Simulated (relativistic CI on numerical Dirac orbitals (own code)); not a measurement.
## Br V: computed level list

Calculated at this level of theory: Dirac-Coulomb-Breit CI, separate exchange-only KLI orbitals for each configuration, model QED (radiative potential, 1s self-energy scaled to tabulated hydrogen-like ionisation energies), valence Slater integrals scaled by 0.85, P86 correlation estimate, and configurations built on the next ion tied to the tabulated ionisation energy (semi-empirical) (own radial code, finite nucleus).

CI space (outside the closed core [Ar] 3d10): 4s2 4p, 4s2 4d, 4s2 5s, 4s2 5p, 4s2 5d, 4s2 6s, 4s2 4f, 4s2 5f, 4s 4p2, 4p3, 4s 4p 4d, 4s 4p 4f, 4p 4d2, 4p2 4d, 4s 4p 5s, 4s2 6p, 4s 4d2, 4s2 5g, 4s2 6d, 4s 4p 5p, 4p 4f2, 4s2 6f, 4p2 4f, 4s 4p 5d. Levels of other configurations are missing.

```
No.  Configuration  Term    J   E (eV)    %  Next component (%)  Lifetime (s)
 41      4s 4p 5s‡   4P°  3/2  39.3996   84      8 4s 4p 4d 2P°      1.07e-10
 42      4s 4p 4d‡   2P°  3/2  39.5734   64     14 4s 4p 5s 4P°      5.34e-11
 43      4s 4p 4d‡   2P°  1/2  39.6982   62     24 4s 4p 5s 2P°      5.96e-11
 44      4s 4p 5s‡   4P°  5/2  39.9262  100                          1.24e-10
 45         4s2 6s    2S  1/2  40.7311  100                          1.21e-10
 46      4s 4p 5s‡   2P°  1/2  40.7613   72     21 4s 4p 4d 2P°      6.06e-11
 47      4s 4p 5s‡   2P°  3/2  41.1438   83      8 4s 4p 4d 2P°      6.72e-11
 48      4s 4p 4d‡   2F°  7/2  41.4224   74       14 4s2 4f 2F°      3.90e-11
 49      4s 4p 4d‡   2F°  5/2  41.5120   73       14 4s2 4f 2F°      3.78e-11
 50      4s 4p 4d‡   2D°  3/2  41.8966   80           9 4p3 2D°      2.83e-11
 51      4s 4p 4d‡   2D°  5/2  42.0106   85           9 4p3 2D°      2.81e-11
 52      4s 4p 4d‡   2P°  1/2  42.0712   87        4 4s2 6p 2P°      3.79e-11
 53      4s 4p 4d‡   2P°  3/2  42.1951   84        4 4s2 6p 2P°      3.75e-11
 54         4s2 6p   2P°  1/2  43.0340   90      6 4s 4p 5s 2P°      1.93e-10
 55         4s2 6p   2P°  3/2  43.1664   89      8 4s 4p 5s 2P°      1.97e-10
 56      4s 4p 5p‡    4D  1/2  43.9775   88               10 2P      4.58e-10
 57      4s 4p 5p‡    4D  3/2  44.1723   92                5 2P      4.57e-10
 58      4s 4p 5p‡    4D  5/2  44.4831   93                6 4P      4.59e-10
 59      4s 4p 5p‡    4P  3/2  44.6251   37               36 2P      4.29e-10
 60      4s 4p 5p‡    4P  1/2  44.6706   89               10 2P      4.58e-10
 61      4s 4p 5p‡    2P  1/2  44.7727   77               11 4D      4.18e-10
 62      4s 4p 5p‡    4D  7/2  44.9516   99                          4.59e-10
 63      4s 4p 5p‡    4P  3/2  45.0041   47               42 2P      4.33e-10
 64      4s 4p 5p‡    4P  5/2  45.1974   90                6 4D      4.58e-10
 65      4s 4p 5p‡    4S  3/2  45.3307   72               13 4P      4.64e-10
 66      4s 4p 5p‡    2D  3/2  45.6638   78               12 2P      3.85e-10
 67         4s2 5g    2G  7/2  45.8746   99       1 4s 4p 4f 2G      3.02e-10
 68         4s2 5g    2G  9/2  45.8750   99       1 4s 4p 4f 2G      3.01e-10
 69         4s2 5f   2F°  7/2  45.9097   91      7 4s 4p 4d 2F°      1.10e-10
 70         4s2 5f   2F°  5/2  45.9229   91      7 4s 4p 4d 2F°      1.06e-10
 71      4s 4p 5p‡    2D  5/2  45.9978   82        13 4s2 6d 2D      3.91e-10
 72      4s 4p 5s‡   2P°  1/2  46.2475   95        3 4s2 6p 2P°      4.04e-11
 73      4s 4p 5s‡   2P°  3/2  46.2596   95        3 4s2 6p 2P°      4.22e-11
 74         4s2 6d    2D  3/2  46.5922   94       6 4s 4p 5p 2D      1.06e-09
 75         4s2 6d    2D  5/2  46.6652   85      15 4s 4p 5p 2D      1.11e-09
 76      4s 4p 5p‡    2S  1/2  46.8562   96                2 2P      3.37e-10
 77        4p2 4d‡    2F  5/2  48.9527   50      43 4s 4p 4f 2F      7.54e-10
 78        4p2 4d‡    4F  3/2  49.0104   54      42 4s 4p 4f 4F      1.17e-09
 79        4p2 4d‡    4F  5/2  49.1054   50      43 4s 4p 4f 4F      1.13e-09
 80      4s 4p 4f‡    2F  7/2  49.1636   39        36 4p2 4d 2F      6.69e-10
 81        4p2 4d‡    4F  7/2  49.2536   42      41 4s 4p 4f 4F      1.16e-09
 82      4s 4p 4f‡    4F  9/2  49.4502   52        45 4p2 4d 4F      1.21e-09
 83         4s2 6f   2F°  7/2  49.9257   98      1 4s 4p 5d 2F°      3.58e-10
 84         4s2 6f   2F°  5/2  49.9296   98      1 4s 4p 5d 2F°      3.49e-10
 85      4s 4p 4f‡    2G  7/2  50.1877   49        23 4p2 4d 2G      4.47e-10
```

Energies count from the lowest computed level; ° marks odd parity; lifetimes are radiative, by E1, M1, E2 decay to levels of this space only. ‡ marks configurations that were not tied to measured data.

The mean weight of the leading LS term, summed over parents, in these 45 levels is 79 %, and that of the leading jj configuration (from the same eigenvectors) 63 %, so LS coupling describes them better.

Configurations that consist of the next ion and one excited electron were tied to the tabulated ionisation energy; Rydberg ones are usually within 1,000 to 3,000 cm⁻¹ and the lowest ones within about 6,000 (9,000 in d shells), while levels on excited terms of the next ion carry the error of that term, and the other configurations can be misplaced by 10,000 cm⁻¹ or more. Rates follow the energies as ν³ (E1, M1) or ν⁵ (E2), so rates, branching and lifetimes can be off by large factors. 8 of the 8 excited levels that our extract of the measured tables holds in this range could be paired (the sources list more); they are missed by 1969 cm⁻¹ on average and 4887 at most, and levels without a partner can miss by more.

LS names give the leading component of a level, which can be under half, so a name can repeat, a term be missing and a line seem to break the LS rules.
